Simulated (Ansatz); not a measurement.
H2OSiZn. Charge 0, multiplicity 1. The bonds changed during the relaxation, so this is another structure than the one it started from. The structure was optimised at the PBE0-D4/def2-TZVP level.

```xyz
5

O     1.346   -0.883   -0.531
Si    0.300   -0.179    0.331
Zn   -1.296    0.760   -1.716
H     0.484    1.180    0.916
H    -0.833   -0.879    0.999
```

**Question.** What is the dipole moment at ωB97M-V/def2-TZVPP? (Best estimate.)

**Answer.** The calculation gave: 4.36 D, with components (-3.67, 2.35, 0.05) D in this frame, pointing from negative to positive charge.

**Question.** And with PBE, r2SCAN, B3LYP? (Estimate.)

**Answer.** Ansatz gave: PBE 3.94 D, r2SCAN 4.06 D, B3LYP 4.21 D.

**Question.** Give the Mulliken charges with ωB97M-V, PBE, r2SCAN in def2-TZVPP. (Best estimate.)

**Answer.** Ansatz gave: 
| atom | ωB97M-V | PBE | r2SCAN |
| --- | --- | --- | --- |
| O1 | -0.57 | -0.49 | -0.56 |
| Si2 | 0.48 | 0.47 | 0.56 |
| Zn3 | 0.16 | 0.15 | 0.17 |
| H4 | -0.03 | -0.06 | -0.08 |
| H5 | -0.03 | -0.06 | -0.08 |

B3LYP here is the variant with VWN-RPA as its local correlation; programs differ in this.
